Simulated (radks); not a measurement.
Q: Ga21+, 10 electrons, occupied as [Ne]. Calculated with a radial shooting solver on a logarithmic mesh with Libxc functionals: scalar-relativistic Kohn-Sham, PBEsol, spin-unpolarised, spherical densities, point nucleus. Some entries of the table are withheld. Estimate them.

| orbital | occ. | eigenvalue (eV) | <1/r> (bohr^-1) |
|---|---|---|---|
| 1s | 2 | -11123.42 | 31.30 |
| 2s | 2 | (1) | (2) |
| 2p | 6 | -1959.580 | 6.828 |
| 3s | 0 | (3) | 2.790 |
| 3p | 0 | (4) | 2.716 |

A: 
(1) 2s eigenvalue (eV): -2113.622
(2) 2s <1/r> (bohr^-1): 6.970
(3) 3s eigenvalue (eV): -825.7740
(4) 3p eigenvalue (eV): -778.4621
